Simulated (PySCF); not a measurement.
# How the method moves the HOMO and LUMO of `C[C@H](F)[SiH2]N`

Species: C2H8FNSi.
Z-matrix (Å and degrees, PBE0-D3(BJ)/def2-SVP geometry), rows numbered from 1:
```
C 
C   1  1.5102
F   2  1.4032  1  108.90
Si  2  1.9053  1  114.74  3  -116.96
N   4  1.7315  2  104.57  1    63.10
H   1  1.1010  2  110.30  3  -175.97
H   1  1.1002  2  110.72  3    64.48
H   1  1.1012  2  110.61  3   -56.12
H   2  1.1055  1  110.17  3   116.99
H   4  1.4955  2  111.69  1   -54.36
H   4  1.5009  2  107.40  1  -172.59
H   5  1.0136  4  120.50  2  -172.39
H   5  1.0157  4  116.27  2    49.46
```

Basis pcSseg-2 throughout (PySCF), one geometry. Isolated species at its PBE0-D3(BJ)/def2-SVP geometry (one conformer only).

Task: How do the orbital energies, the gap and the dipole change with the method?

Result: 
```csv
method,kind,HOMO (eV),LUMO (eV),gap (eV),μ (D),SCF cycles
BLYP,GGA,-5.95,-0.58,5.38,1.07,16
OPBE,GGA,-5.99,-0.42,5.57,1.00,15
PBE,GGA,-6.05,-0.63,5.43,1.04,16
B97-D,GGA,-6.06,-0.47,5.59,1.05,15
KT2,GGA,-6.15,-0.74,5.41,1.08,16
KT3,GGA,-6.15,-0.73,5.42,1.07,16
BP86,GGA,-6.16,-0.58,5.58,1.04,15
LDA,LDA,-6.18,-0.81,5.37,1.09,15
B97-2,global hybrid,-7.20,0.21,7.41,1.12,14
B3LYP,global hybrid,-7.24,-0.10,7.14,1.15,13
PBE0,global hybrid,-7.46,0.18,7.64,1.13,14
mPW1PW91,global hybrid,-7.50,0.18,7.68,1.14,13
BHandHLYP,global hybrid,-8.82,0.82,9.64,1.26,12
CAM-B3LYP,range-separated hybrid,-8.90,0.97,9.87,1.21,13
wB97X-D,range-separated hybrid,-9.37,1.91,11.29,1.15,14
LC-wPBE,range-separated hybrid,-10.28,2.16,12.43,1.19,14
HF,Hartree–Fock,-10.95,2.62,13.57,1.35,10
```

The HOMO spans 5.00 eV, from BLYP down to HF, and the gap runs from 5.37 eV (LDA) to 13.57 eV (HF). Over the methods BLYP (0 %), OPBE (0 %), PBE (0 %), B97-D (0 %), KT2 (0 %), KT3 (0 %), BP86 (0 %), LDA (0 %), B97-2 (21 %), B3LYP (20 %), PBE0 (25 %), mPW1PW91 (25 %), BHandHLYP (50 %), HF (100 %), a straight line through the gap against the share of exact exchange rises by 0.82 eV for each 10 % (correlation coefficient 0.999). The dipole ranges from 1.00 D (OPBE) to 1.35 D (HF). This basis has no diffuse functions.
